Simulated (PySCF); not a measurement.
**Excitation energy of In by level of theory**

In [Kr] 4d10 5s2 5p1 (2P) → In [Kr] 4d10 5s1 5p1 6s1 (4P), as a difference of total energies. Calculation: PySCF 2.14, in aug-cc-pwCVDZ-PP with ECP28MDF (6s5p4d1f, 48 functions); scalar relativity through the core potential. Correlated levels: valence: 4s2 4p6 4d10 frozen. The calculations carry no spin-orbit coupling.

```csv
method,excitation energy (eV)
UHF,6.672
MP2 (valence),7.272
SCS-MP2 (valence),7.470
CCSD (valence),7.510
CCSD(T) (valence),7.524
CCSDT (valence),7.529
```

Problem. How much does correlation contribute at CCSD(T) (valence)?

Solution. 7.524 − (6.672) = 0.852 eV, measured against UHF.

The upper state lies above the first ionisation limit, but in LS coupling its spin forbids autoionisation to the ground ion; at this Z spin-orbit coupling breaks that rule. A Rydberg-like electron needs more diffuse functions than a valence basis has.

The promoted electron is Rydberg-like, and one or two diffuse shells describe it only roughly, which tends to raise the upper state.
